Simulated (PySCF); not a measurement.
A calculated (PBE, PySCF 2.14, aug-cc-pV(Q+d)Z, no relativity, point nucleus) atom or ion has these occupied shells.

| shell | electrons | orbital energy (eV) | rms radius, mean of both spins (bohr) |
| --- | --- | --- | --- |
| 1s α | 1 | -2104.4 | 0.120 |
| 1s β | 1 | -2103.9 | 0.120 |
| 2s α | 1 | -198.01 | 0.568 |
| 2s β | 1 | -197.38 | 0.568 |
| 2p α | 3 | -149.61 | 0.543 |
| 2p β | 3 | -148.89 | 0.543 |
| 3s α | 1 | -35.822 | 1.85 |
| 3p α | 2 | -26.130 | 2.07 |

(1) Name the element and its charge.

Answers

(1) P²⁺ (phosphorus, charge +2), in [Ne] 3s1 3p2, high-spin 4P determinant (an excited configuration).
